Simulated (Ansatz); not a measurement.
A structure relaxed at B3LYP-D4/def2-SVPD in Ansatz, charge -1, singlet:

```xyz
4

Sn    0.515    0.782   -0.267
Br   -0.549    0.713    2.213
Br    1.726   -1.631   -0.265
Br   -1.692    0.136   -1.681
```

Question: Give its formula, name or SMILES and point group.

Answer: [SnBr3]- (SnBr3⁻). Point group C3v (tolerance 0.1 Å).

Question: Summarise the bond lengths by kind (pairs closer than 1.2 times the sum of covalent radii, bridged metal pairs left out).

Answer: 3 × Br–Sn 2.70 Å.

In the def2 sets Sn takes a core potential; there is no spin–orbit coupling.
